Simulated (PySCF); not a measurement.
AlCl₂HS.

```xyz
5

Al     0.0049     0.0235     0.0000
Cl     1.4260     1.5585     0.0000
Cl    -2.0386     0.4900     0.0000
S      0.6830    -2.0374     0.0000
H     -0.5783    -2.5320     0.0000
```

Coordinates come from a B3LYP-D3(BJ)/def2-SVP optimisation. The values are those of a single conformer.

Calculation: PBE0/pcSseg-2 (PySCF). Non-relativistic, no solvent.

Computed absolute GIAO shielding of each atom: isotropic value and principal components (ppm):
```csv
atom,σ(iso),σ11,σ22,σ33,span
Al1,380.6,342.9,361.6,437.4,94.4
Cl2,908.9,812.9,867.2,1046.6,233.7
Cl3,897.7,809.2,837.5,1046.5,237.4
S4,704.7,642.3,671.6,800.1,157.9
H5,30.4,22.6,27.8,40.6,18.0
```
